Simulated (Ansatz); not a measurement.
```yaml
crystal:
  periodic: [false, false, false]
  atoms:
    - {symbol: Si, position_ang: [-1.850393, 1.010013, 0.962481]}
    - {symbol: C, position_ang: [-0.187986, 0.238032, 0.609657]}
    - {symbol: C, position_ang: [0.147268, -0.296930, -0.569581]}
    - {symbol: Si, position_ang: [1.804716, -1.070850, -0.866942]}
    - {symbol: Cl, position_ang: [2.783386, -0.082695, -2.386380]}
    - {symbol: H, position_ang: [-2.518988, 0.302637, 2.087403]}
    - {symbol: H, position_ang: [-2.690111, 0.915565, -0.259465]}
    - {symbol: H, position_ang: [-1.684606, 2.436040, 1.351341]}
    - {symbol: H, position_ang: [0.552950, 0.226008, 1.411092]}
    - {symbol: H, position_ang: [-0.581061, -0.285830, -1.381000]}
    - {symbol: H, position_ang: [1.682642, -2.486436, -1.291428]}
    - {symbol: H, position_ang: [2.619184, -0.960653, 0.366920]}
basis:
  gaussian: {orbitals: aug-cc-pVDZ, fitting: {mean_field: cc-pVTZ-jkfit}}
hamiltonian: {xc: {name: HF}}
correlation: {active_space: {window: {electrons: 2, orbitals: 1}}}
```

```sh
$ ansatz run in.yaml --threads 4 --pin off --events-out ev --progress --plain --max-ram 10444MiB
```

Shortened log:

```
Functional definition: HF
731 factors; integrals over basis functions are off by at most 2.7e-1 eV
mean field evaluation 1: about -30397.6606 eV, gradient 3.1e1 eV
mean field evaluation 2: about -30400.4623 eV, gradient 1.3e1 eV
mean field evaluation 4: about -30401.0356 eV, gradient 3.9e-1 eV
mean field -30401.03667098 eV, -1117.2174910959 hartree, gradient 1.2e-6 eV, S^2 0.000000; 0 other end points of the search recorded, 0 dependent functions left out
reference -30401.03667098 eV, -1117.2174910959 hartree; 32, 32 occupied and 158, 158 virtual orbitals, 731 factors
state -30401.03667098 eV, -1117.2174910959 hartree
Total energy: -30401.03667098 eV, -1117.2174910959 hartree
```

Run time 1.5 s (4 threads of an Arm Neoverse V2 on a shared host); peak host memory 0.53 GiB.
